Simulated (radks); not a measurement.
Coherent X-ray form factor from a spherical all-electron density. All-electron calculation, Dirac Kohn-Sham, PBEsol, spin-unpolarised, spherical densities, point nucleus. Program: a radial shooting solver on a logarithmic mesh with Libxc functionals.

| sin(theta)/lambda (1/angstrom) | f0 (electrons) |
|---|---|
| 0.05 | 64.690 |
| 0.1 | 61.737 |
| 0.15 | 58.376 |
| 0.2 | 54.939 |
| 0.25 | 51.487 |
| 0.3 | 48.128 |
| 0.4 | 42.083 |
| 0.5 | 37.078 |
| 0.6 | 32.921 |
| 0.8 | 26.396 |
| 1 | 21.768 |
| 1.25 | 18.051 |
| 1.5 | 15.679 |
| 2 | 12.132 |

The species is in the configuration that NIST lists as its ground one. Which atom or ion scatters so?

Answer. Neutral dysprosium, [Xe] 4f10 6s2. Extrapolating in s^2 from the first two rows gives f0(0) = 65.7, near the electron count 66; among species with that count, the fall with angle is slower the higher Z, and the table is that of Z = 66; from so few rows the species is fixed only to a neighbour or two.
